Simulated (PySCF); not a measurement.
Cartesian coordinates in Å; atom numbers follow the order of the lines, from 1:
```xyz
17

C    -0.407   -1.213   -1.419
Si   -0.001   -0.001   -0.002
C     0.008    1.786   -0.675
C    -1.320   -0.155    1.370
C     1.716   -0.416    0.722
H    -1.380   -1.004   -1.853
H    -0.419   -2.242   -1.070
H     0.327   -1.148   -2.217
H     0.242    2.502    0.106
H    -0.958    2.058   -1.089
H     0.746    1.908   -1.462
H    -2.312    0.075    0.994
H    -1.351   -1.160    1.779
H    -1.117    0.526    2.192
H     1.746   -1.426    1.117
H     2.493   -0.337   -0.033
H     1.977    0.259    1.531
```

Geometry: GFN2-xTB; GIAO absolute shieldings from PySCF, gas phase, non-relativistic, averaged over equivalent atoms.

At revPBE/pcSseg-0 (73 basis functions, 7.1 s wall time on 1 thread of an Intel Xeon, shared host):
```json
{"atoms": "C1/C3/C4/C5", "σ (ppm)": "191.0"}
{"atoms": "Si2", "σ (ppm)": "326.9"}
{"atoms": "H6/H7/H8/H9/H10/H11/H12/H13/H14/H15/H16/H17", "σ (ppm)": "33.27"}
```

Predict the values at HSE06/pcSseg-0 on the same geometry.

## Answers


```
                                      atoms  σ at HSE06/pcSseg-0  change
                                C1/C3/C4/C5                195.2    +4.2
                                        Si2                341.6   +14.7
H6/H7/H8/H9/H10/H11/H12/H13/H14/H15/H16/H17                33.28   +0.01
```

The largest change is at Si2 (silicon bonded to 4 C). Cost: 73 basis functions, 7.6 s wall time on 1 thread of an Intel Xeon, shared host.
